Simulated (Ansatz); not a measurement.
AlH$_{6}$NOSSi, SMILES `[NH2][Al]([SH])[O][SiH3]`, relaxed with RKS PBE-D4/def2-SVP in Ansatz 0.2.0 from a rough embedded geometry. The force threshold is 0.03 eV/Å; the program also tests the step.

Charge 0, multiplicity 1.

Start:

```xyz
11

N     0.077   -1.407   -1.801
Al   -0.877   -0.638   -0.391
S    -1.738   -1.944    1.232
O    -1.006    1.146   -0.215
Si    0.350    1.709    0.592
H     0.889   -1.931   -1.467
H     0.425   -0.655   -2.425
H    -0.505   -1.915    2.013
H     1.630    1.340   -0.171
H     0.416    1.116    1.925
H     0.339    3.179    0.708
```

```json
{"step": "1", "energy (eV)": "-28921.2136", "largest force (eV/Å)": "1.672", "largest move (Å)": "0.000"}
{"step": "2", "energy (eV)": "-28921.5063", "largest force (eV/Å)": "0.845", "largest move (Å)": "0.195"}
{"step": "3", "energy (eV)": "-28921.6315", "largest force (eV/Å)": "1.146", "largest move (Å)": "0.199"}
{"step": "4", "energy (eV)": "-28921.7886", "largest force (eV/Å)": "0.437", "largest move (Å)": "0.200"}
{"step": "5", "energy (eV)": "-28921.8574", "largest force (eV/Å)": "0.455", "largest move (Å)": "0.200"}
{"step": "6", "energy (eV)": "-28921.9043", "largest force (eV/Å)": "0.926", "largest move (Å)": "0.194"}
{"step": "7", "energy (eV)": "-28922.0225", "largest force (eV/Å)": "0.248", "largest move (Å)": "0.200"}
{"step": "8", "energy (eV)": "-28922.0709", "largest force (eV/Å)": "0.095", "largest move (Å)": "0.200"}
{"step": "9", "energy (eV)": "-28922.0972", "largest force (eV/Å)": "0.056", "largest move (Å)": "0.200"}
{"step": "10 (rejected)", "energy (eV)": "-28922.0871", "largest force (eV/Å)": "0.442", "largest move (Å)": "0.079"}
{"step": "11", "energy (eV)": "-28922.1003", "largest force (eV/Å)": "0.042", "largest move (Å)": "0.040"}
{"step": "12", "energy (eV)": "-28922.1053", "largest force (eV/Å)": "0.190", "largest move (Å)": "0.098"}
{"step": "13 (rejected)", "energy (eV)": "-28922.1052", "largest force (eV/Å)": "0.328", "largest move (Å)": "0.071"}
{"step": "14", "energy (eV)": "-28922.1073", "largest force (eV/Å)": "0.118", "largest move (Å)": "0.035"}
{"step": "15", "energy (eV)": "-28922.1098", "largest force (eV/Å)": "0.050", "largest move (Å)": "0.073"}
{"step": "16 (rejected)", "energy (eV)": "-28922.1096", "largest force (eV/Å)": "0.106", "largest move (Å)": "0.110"}
{"step": "17", "energy (eV)": "-28922.1105", "largest force (eV/Å)": "0.065", "largest move (Å)": "0.055"}
{"step": "18", "energy (eV)": "-28922.1113", "largest force (eV/Å)": "0.054", "largest move (Å)": "0.055"}
{"step": "19", "energy (eV)": "-28922.1119", "largest force (eV/Å)": "0.038", "largest move (Å)": "0.013"}
{"step": "20", "energy (eV)": "-28922.1122", "largest force (eV/Å)": "0.033", "largest move (Å)": "0.045"}
{"step": "21 (rejected)", "energy (eV)": "-28922.1040", "largest force (eV/Å)": "0.411", "largest move (Å)": "0.185"}
{"step": "22", "energy (eV)": "-28922.1122", "largest force (eV/Å)": "0.022", "largest move (Å)": "0.019"}
{"step": "23 (rejected)", "energy (eV)": "-28922.1120", "largest force (eV/Å)": "0.085", "largest move (Å)": "0.093"}
{"step": "24", "energy (eV)": "-28922.1126", "largest force (eV/Å)": "0.025", "largest move (Å)": "0.045"}
```

End:

```xyz
11

N    -0.028   -1.561   -1.994
Al   -0.348   -1.016   -0.338
S    -1.397   -2.348    1.058
O     0.160    0.537    0.170
Si    0.595    1.977    0.865
H    -0.304   -2.467   -2.376
H     0.460   -1.010   -2.703
H    -1.342   -1.419    2.054
H     1.990    2.364    0.444
H     0.569    1.872    2.370
H    -0.355    3.070    0.450
```

Hardware: 4 threads of a server CPU on a shared host. Wall time 40 s, peak host memory 0.19 GiB.
